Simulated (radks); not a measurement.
Problem. The mean radii <r> (bohr) of the occupied orbitals of an atom or ion are listed with their occupations. All-electron calculation, scalar-relativistic Kohn-Sham, PBEsol, spin-polarised, spherical densities, finite nucleus; Fermi nuclear charge, rms radius of each element as measured or else 0.836 A^(1/3) + 0.57 fm. Program: a radial shooting solver on a logarithmic mesh with Libxc functionals.

| orbital | occ. | <r> |
|---|---|---|
| 1s down | 1 | 0.01745 |
| 1s up | 1 | 0.01745 |
| 2s up | 1 | 0.07363 |
| 2s down | 1 | 0.07363 |
| 2p up | 3 | 0.06624 |
| 2p down | 3 | 0.06624 |
| 3s up | 1 | 0.1904 |
| 3s down | 1 | 0.1903 |
| 3p up | 3 | 0.1912 |
| 3p down | 3 | 0.1911 |
| 3d up | 5 | 0.1731 |
| 3d down | 5 | 0.1730 |
| 4s up | 1 | 0.4180 |
| 4s down | 1 | 0.4182 |
| 4p up | 3 | 0.4419 |
| 4p down | 3 | 0.4422 |
| 4d up | 5 | 0.4611 |
| 4d down | 5 | 0.4616 |
| 4f up | 7 | 0.4719 |
| 4f down | 4 | 0.4732 |

Name the element and its charge. Open shells, if any, are filled with parallel spins first.

Solution. Z = 77, iridium, charge +20: Ir20+ in [Kr] 4d10 4f11. The 1s radius gives Z: for a bare nucleus <r> = (2 gamma + 1)/(2Z) with gamma = sqrt(1 - (Z/c)^2), 0.01724 bohr for Z = 77, and screening makes it slightly larger (0.01745 here). The occupations add up to 57, and the charge is Z minus that.
